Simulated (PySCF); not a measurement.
C₃H₈BP.
Bonds: C1–C2 (triple), C2–C3, C3–B4, B4–P5. Hydrogens: H6 on C1; H7, H8 on C3; H9, H10 on B4; H11, H12, H13 on P5.

Theory: PBE0-D3(BJ)/def2-SVP geometry optimisation, gas phase (PySCF).

(1) Give the optimised bond lengths and angles.

Results:

(1) 
| bond | length (bohr) | order |
| --- | --- | --- |
| C1≡C2 | 2.295 | triple |
| C2–C3 | 2.745 | single |
| C3–B4 | 3.081 | single |
| B4–P5 | 3.682 | single |
| C1–H6 | 2.029 | single |
| C3–H7, C3–H8 | 2.086 | single |
| B4–H9, B4–H10 | 2.312 | single |
| P5–H11, P5–H12, P5–H13 | 2.675 | single |

Bonds in one row agree within 0.02 bohr and their mean is given. Orders are formal, as drawn. A selection of angles:
| angle | degrees |
| --- | --- |
| C2–C1–H6 | 177.5 |
| C1–C2–C3 | 176.0 |
| C2–C3–B4 | 113.5 |
| C2–C3–H7 | 109.0 |
| B4–C3–H7 | 111.1 |
| B4–C3–H8 | 107.4 |
| H7–C3–H8 | 105.9 |
| C3–B4–P5 | 109.5 |
| C3–B4–H9 | 115.1 |
| P5–B4–H9 | 100.2 |
| P5–B4–H10 | 102.9 |
| H9–B4–H10 | 112.4 |
| B4–P5–H11 | 114.5 |
| B4–P5–H12 | 117.8 |
| B4–P5–H13 | 119.6 |
| H11–P5–H12 | 101.2 |
| H11–P5–H13 | 100.3 |

Dihedral angles: C2–C3–B4–P5 -47° (synclinal). The mirror-image conformer, all signs reversed, is as good.

P5 (phosphorus bonded to B and 3 H) is distorted tetrahedral (angles from 100.3° to 119.6°). B4 (four-coordinate boron) is distorted tetrahedral (angles from 100.2° to 115.1°). The 2 C–C bonds span 1.215 Å (C1≡C2, drawn triple) to 1.452 Å (C2–C3, drawn single), a spread of 0.237 Å.

Point group: C1 (no symmetry element, even within 0.4 Å). No frequency check. One conformer, not necessarily the lowest.

The run took 28 s wall on one thread, Arm Neoverse V1 (aarch64) (shared host), and the process peaked at 0.47 GiB of memory. These figures are those of the optimisation.
